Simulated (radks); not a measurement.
Results of a calculation; reference values are marked as such.
Polarisability of the strontium ion Sr3+, [Ar] 3d10 4s2 4p5, at imaginary frequency. Code: a radial shooting solver on a logarithmic mesh with Libxc functionals. Model: scalar-relativistic Kohn-Sham, LB94 model potential, spin-unpolarised, spherical densities, finite nucleus; Fermi nuclear charge, rms radius 4.224 fm. Response by self-consistent Sternheimer equations with the Hartree and adiabatic LDA kernel, the relativistic mass of each level held fixed and spin-orbit coupling left out.

| w (hartree) | alpha1(iw) (bohr^3) |
|---|---|
| 0.00266 | 4.516 |
| 0.0143 | 4.515 |
| 0.0360 | 4.511 |
| 0.0697 | 4.500 |
| 0.118 | 4.470 |
| 0.186 | 4.403 |
| 0.280 | 4.269 |
| 0.413 | 4.014 |
| 0.605 | 3.568 |
| 0.892 | 2.882 |
| 1.35 | 2.011 |
| 2.12 | 1.163 |
| 3.59 | 0.5518 |
| 6.94 | 0.2154 |
| 17.5 | 0.05633 |

Static values: alpha1 = 4.516 bohr^3 (0.6692 angstrom^3; uncoupled 7.151). C6 = 18.76, triple-dipole C9 = 61.86 atomic units. One-pole (London) frequency 4 C6 / (3 alpha1^2) = 1.227 hartree, against 2.108 for minus the highest occupied eigenvalue.
